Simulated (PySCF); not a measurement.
CH6AlOP, SMILES [OH][Al]([CH3])[PH2].

Geometry optimised at B3LYP-D3(BJ)/def2-SVP. The structure was generated by enumeration; whether it is a known compound was not checked. The values are those of a single conformer.

Method: PBE/def2-TZVP (PySCF).

The molecule is in vacuum.

The total energy is -700.42810 hartree and the highest occupied level is -5.94 eV. The lowest empty level is -1.18 eV, the orbital gap is 4.76 eV and the dipole moment comes out as 0.61 D. The quadrupole, principal values (traceless, Buckingham form, about the centre of nuclear charge) comes out as -10.19, 3.31, 6.88 D·Å. The mean static polarisability is 72.2 bohr³ (10.70 Å³) and the polarisability, principal values is 57.6, 69.5, 89.4 bohr³.
